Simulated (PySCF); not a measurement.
C4H9S (SMILES [CH2]C(C)(C)S), doublet, geometry from GFN2-xTB; PySCF with MP2/STO-3G.

Input for PySCF:
```python
from pyscf import gto, scf, mp

mol = gto.M(
    atom='''
C     0.58743936    0.37937218    1.48279252
C     0.24494271   -0.33022421    0.30011842
C    -0.80105123   -1.41535076    0.45284245
C     1.41092554   -0.75110211   -0.57326414
S    -0.64174228    1.10319047   -0.80711740
H    -0.12440477    0.49367211    2.27999453
H     1.47810212    0.97792090    1.52002766
H    -0.35156060   -2.27653823    0.94591929
H    -1.17349404   -1.72970817   -0.51913272
H    -1.63885989   -1.07321425    1.05655524
H     1.05683430   -1.10915794   -1.53692940
H     1.95956425   -1.55286840   -0.08168852
H     2.08692557    0.08392280   -0.73928868
H    -1.67876878    1.23875316    0.01348557
''',
    basis='sto-3g',
    spin=1,
    verbose=5,
)

mf = scf.UHF(mol)
mf.kernel()

pt = mp.MP2(mf)
pt.kernel()
print('E(MP2) = %.10f' % pt.e_tot)
mf.analyze()
```

Problem. What does PySCF print? Leave out banner, timings and long lists.

Solution. 
```
PySCF version 2.14.0

[INPUT] verbose = 5
[INPUT] max_memory = 4000
[INPUT] num. atoms = 14
[INPUT] num. electrons = 49
[INPUT] charge = 0
[INPUT] spin (= nelec alpha-beta = 2S) = 1
[INPUT] symmetry False subgroup None
[INPUT] Mole.unit = angstrom
[INPUT] Symbol           X                Y                Z      unit          X                Y                Z       unit  Magmom
[...]
[INPUT] ---------------- BASIS SET ----------------
[INPUT] l, kappa, [nprim/nctr], expnt,             c_1 c_2 ...
[INPUT] C
[...]
                                13.045096         0.53532814
                                3.5305122         0.44463454
[...]
                                0.6834831         0.39951283
                                0.2222899         0.70011547
[...]
                                0.6834831         0.60768372
                                0.2222899         0.39195739
[INPUT] S
[...]
                                97.1095183        0.5353281423
                                26.28162542       0.4446345422
[...]
                                7.745117521       0.3995128261
                                2.518952599       0.7001154689
[...]
                                0.5661400518      0.2255954336
                                0.2215833792      0.900398426
[...]
                                7.745117521       0.6076837186
                                2.518952599       0.3919573931
[...]
                                0.5661400518      0.5951670053
                                0.2215833792      0.462001012
[INPUT] H
[...]
                                0.62391373        0.53532814
                                0.1688554         0.44463454

nuclear repulsion = 232.642370671799
number of shells = 26
number of NR pGTOs = 114
number of NR cGTOs = 38
basis = sto-3g
ecp = {}

******** <class 'pyscf.scf.uhf.UHF'> ********
method = UHF
initial guess = minao
damping factor = 0
level_shift factor = 0
DIIS = <class 'pyscf.scf.diis.CDIIS'>
diis_start_cycle = 1
diis_space = 8
diis_damp = 0
SCF conv_tol = 1e-09
SCF conv_tol_grad = None
SCF max_cycles = 50
direct_scf = True
direct_scf_tol = 1e-13
number electrons alpha = 25  beta = 24
Set gradient conv threshold to 3.16228e-05
E1 = -1212.8968460845126  E2 = 431.8814496070669  Ecoul = 481.38407176888865  Exc = -49.50262216182176
init E= -548.373025805646
cond(S) = 12.629669202581812

  alpha mo_energy =
[-9.09230692e+01 -1.11305707e+01 -1.11274110e+01 -1.11163184e+01
[...]
converged SCF energy = -547.96992144519  <S^2> = 0.82934979  2S+1 = 2.0778352
E(UMP2) = -548.189596299907  E_corr = -0.219674854717754
E(SCS-UMP2) = -548.212097029131  E_corr = -0.242175583941054
E(MP2) = -548.1895962999
Total Energy =                        -547.969921445189698
[...]
spin_pop of  2 C 2pz       0.00431
spin_pop of  3 C 1s       -0.00000
spin_pop of  3 C 2s        0.00733
spin_pop of  3 C 2px       0.01456
spin_pop of  3 C 2py       0.00564
spin_pop of  3 C 2pz       0.01123
spin_pop of  4 S 1s        0.00000
spin_pop of  4 S 2s       -0.00000
spin_pop of  4 S 3s        0.00324
spin_pop of  4 S 2px       0.00003
spin_pop of  4 S 2py       0.00004
spin_pop of  4 S 2pz       0.00006
spin_pop of  4 S 3px       0.09372
spin_pop of  4 S 3py       0.11117
spin_pop of  4 S 3pz       0.14794
spin_pop of  5 H 1s       -0.06091
spin_pop of  6 H 1s       -0.06086
spin_pop of  7 H 1s       -0.00944
spin_pop of  8 H 1s       -0.00510
spin_pop of  9 H 1s       -0.00319
spin_pop of  10 H 1s       -0.00489
spin_pop of  11 H 1s       -0.00874
spin_pop of  12 H 1s       -0.00355
spin_pop of  13 H 1s       -0.01564
 ** Mulliken Spin Density (per atom)  **
spin density of  0 C =      1.07268
spin density of  1 C =     -0.33129
spin density of  2 C =      0.03597
spin density of  3 C =      0.03876
spin density of  4 S =      0.35621
spin density of  5 H =     -0.06091
spin density of  6 H =     -0.06086
spin density of  7 H =     -0.00944
spin density of  8 H =     -0.00510
spin density of  9 H =     -0.00319
spin density of  10 H =     -0.00489
spin density of  11 H =     -0.00874
spin density of  12 H =     -0.00355
spin density of  13 H =     -0.01564
 ** Mulliken pop alpha/beta on meta-lowdin orthogonal AOs **
 ** Mulliken pop       alpha | beta **
[...]
In total            25.00000 | 24.00000
 ** Mulliken atomic charges   ( Nelec_alpha | Nelec_beta ) **
charge of  0C =     -0.08822  (     3.58045      2.50777 )
charge of  1C =      0.02158  (     2.82356      3.15486 )
charge of  2C =     -0.10632  (     3.07114      3.03517 )
charge of  3C =     -0.10459  (     3.07167      3.03292 )
charge of  4S =      0.05613  (     8.15004      7.79383 )
charge of  5H =      0.03031  (     0.45439      0.51530 )
charge of  6H =      0.03338  (     0.45288      0.51374 )
charge of  7H =      0.03528  (     0.47764      0.48708 )
charge of  8H =      0.03932  (     0.47779      0.48289 )
charge of  9H =      0.03492  (     0.48094      0.48413 )
charge of  10H =      0.03833  (     0.47839      0.48328 )
charge of  11H =      0.03471  (     0.47827      0.48702 )
charge of  12H =      0.03846  (     0.47899      0.48254 )
charge of  13H =     -0.06332  (     0.52384      0.53948 )
Dipole moment(X, Y, Z, Debye): -0.10330, -0.67137,  0.74527
```
